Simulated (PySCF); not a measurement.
One molecule, one basis, several functionals.

C₄H₄BFSi.
InChI=1S/C4H4BFSi/c6-5-3-1-2-4-7/h5H,7H3

PySCF, def2-SVPD basis, density fitting, gas phase, PBE0-D3(BJ)/def2-SVP geometry; singlet excitations by full TDDFT with frozen cores, triplets by Tamm–Dancoff TDDFT and ionisation energies by ΔSCF, from the lowest of the holes tried. One functional is left out:

```
functional  exact exchange (%)  HOMO energy (eV)  LUMO energy (eV)  lowest singlet excitation (eV)  lowest triplet excitation (eV)  dipole moment (D)  mean polarisability (au)  vertical ionisation energy (eV)
       LDA                   0             -6.90             -3.76                            3.21                            3.03              2.268                     114.6                             9.61
       PBE                   0             -6.73             -3.52                            3.26                            2.98              2.090                     112.6                             9.41
     B3LYP                  20             -7.56             -2.86                            3.41                            3.09              2.054                     107.2                             9.60
 BHandHLYP                  50             -8.70             -1.71                            3.51                            3.11              2.012                     101.2                             9.58
```

Task: Predict the row of PBE0 (25 % exact exchange) by straight lines through the other rows, and check it.

Result: 
| property | line | computed | computed − line | B3LYP (20 %), for comparison |
| --- | --- | --- | --- | --- |
| HOMO energy (eV) | -7.76 | -7.80 | -0.04 | -7.56 |
| LUMO energy (eV) | -2.67 | -2.71 | -0.04 | -2.86 |
| lowest singlet excitation (eV) | 3.39 | 3.46 | +0.07 | 3.41 |
| lowest triplet excitation (eV) | 3.07 | 3.04 | -0.03 | 3.09 |
| dipole moment (D) | 2.080 | 2.019 | -0.061 | 2.054 |
| mean polarisability (au) | 107.0 | 106.1 | -0.9 | 107.2 |
| vertical ionisation energy (eV) | 9.56 | 9.63 | +0.07 | 9.60 |

Task: Which of these properties follows the share of exact exchange most closely, and which least?

Result: Most closely the HOMO energy, least the vertical ionisation energy; the correlations over the tabulated rows are HOMO energy -0.997, LUMO energy 0.994, mean polarisability -0.983, lowest singlet excitation 0.961, lowest triplet excitation 0.865, dipole moment -0.719, vertical ionisation energy 0.375. The HOMO energy moves by -0.377 eV for every 10 %. Functionals with the same share still differ in their other parts: at 0 % LDA and PBE differ by 0.17 eV in it.
